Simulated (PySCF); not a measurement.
# Two-component Hartree-Fock for I¹⁶⁺ (iodine, charge +16)

Start: [Kr] 4d1; 4d5/2 filled at m_j = +5/2. Calculated with PySCF 2.14 in an even-tempered Gaussian basis (18 s from 0.84 bohr⁻², ratio 2.8; 14 p from 1.1 bohr⁻², ratio 2.8; 9 d from 1.1 bohr⁻², ratio 2.8; 4 f from 3.8 bohr⁻², ratio 3): generalised Hartree-Fock with the X2C-1e Hamiltonian and a Gaussian nucleus; one run each with spin-orbit coupling (SO) screened by Boettger's factors, then bare. This is a chosen level, not necessarily the ground level.

| spinor shell | electrons | ε, screened SO (eV) | ε, bare SO (eV) | weight of nominal j (bare SO) | rms radius, bare SO (bohr) |
| --- | --- | --- | --- | --- | --- |
| 1s1/2 | 2 | -33727.8 | -33727.5 | 1.000 | 0.0311 |
| 2s1/2 | 2 | -5645.2 | -5645.1 | 1.000 | 0.127 |
| 2p1/2 | 2 | -5309.5 | -5318.5 | 1.000 | 0.109 |
| 3s1/2 | 2 | -1482.0 | -1482.0 | 1.000 | 0.333 |
| 3p1/2 | 2 | -1342.5 | -1344.3 | 1.000 | 0.325 |
| 3p3/2 | 4 | -1283.3 | -1282.6 | 1.000 | 0.337 |
| 3d3/2 | 4 | -1039.9 | -1041.7 | 0.999 | 0.308 |
| 3d5/2 | 6 | -1028.1 | -1027.0 | 0.999 | 0.311 |
| 4s1/2 | 2 | -546.41 | -546.41 | 1.000 | 0.736 |
| 4p1/2 | 2 | -488.47 | -488.88 | 0.992 | 0.753 |
| 4p3/2 | 4 | -475.77 | -475.61 | 0.996 | 0.774 |
| 4d5/2 | 1 | -391.48 | -391.24 | 1.000 | 0.816 |

Problem. Where does 2p3/2 lie, and what is the 2p spin-orbit splitting (bare SO)?

Solution. At -5004.5 eV, 313.95 eV above 2p1/2.

| quantity | screened SO | bare SO |
| --- | --- | --- |
| E (hartree) | -7018.12429 | -7018.30448 |
| M_J | 5/2 | 5/2 |
| ⟨J²⟩ | 8.754 | 8.754 |
| ⟨L²⟩ | 6.022 | 6.024 |
| ⟨S²⟩ | 0.769 | 0.771 |

Each row is a mean over spinors that exchange with the open shell spreads, by up to 9.014 eV (4p3/2).

Breit and QED terms are absent; they matter most for the inner s and p1/2 levels.

Densities and radii are taken from the X2C orbitals without a picture-change correction, which distorts them close to the nucleus.
